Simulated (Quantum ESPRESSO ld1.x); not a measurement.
Task: Radial electron density D(r) = 4 pi r^2 rho(r) of an atom or ion with 7 electrons. All-electron calculation, Dirac Kohn-Sham, PBE, spin-unpolarised, spherical densities, point nucleus. Program: ld1.x of Quantum ESPRESSO 7.5.

```
   r/bohr * D(r) (the largest magnitude, 51.3, reaches the edge; | marks zero)
 0.001337 |*
 0.001483 | *
 0.001659 | *
 0.001841 |  *
 0.002059 |  *
 0.002284 |   *
 0.002555 |    *
 0.002835 |     *
 0.003171 |      *
 0.003519 |       *
 0.003936 |        *
 0.004367 |          *
 0.004885 |            *
 0.005463 |              *
 0.006062 |                 *
 0.006781 |                    *
 0.007524 |                       *
 0.008416 |                          *
 0.009338 |                              *
  0.01044 |                                  *
  0.01159 |                                      *
  0.01296 |                                          *
  0.01438 |                                             *
  0.01609 |                                                *
  0.01785 |                                                   *
  0.01997 |                                                     *
  0.02233 |                                                      *
  0.02478 |                                                      *
  0.02772 |                                                     *
  0.03076 |                                                  *
   0.0344 |                                               *
  0.03817 |                                           *
   0.0427 |                                       *
  0.04737 |                                    *
  0.05299 |                                 *
   0.0588 |                                *
  0.06576 |                               *
  0.07356 |                                 *
  0.08162 |                                   *
  0.09129 |                                     *
   0.1013 |                                       *
   0.1133 |                                       *
   0.1257 |                                     *
   0.1406 |                                  *
    0.156 |                             *
   0.1745 |                      *
   0.1937 |                *
   0.2166 |          *
   0.2403 |      *
   0.2688 |   *
   0.3007 | *
   0.3336 |*
   0.3732 *
   0.4141 *
   0.4632 *
   0.5139 *
   0.5748 *
```

What is the nuclear charge?

Result: Z = 42. The innermost maximum, from 1s, lies near gamma/Z bohr with gamma = sqrt(1 - (Z/c)^2) = 0.952, here 0.0227 bohr (found: 0.0232), and its height grows with Z. The density is that of the molybdenum ion Mo35+ in [He] 2s2 2p3; the configuration itself is not fixed sharply by these data, and Z only to a few units. D(r) has 2 maxima, at r = 0.0232, 0.109 bohr, and minima at 0.0627 bohr, inside which lie 2.27 electrons.
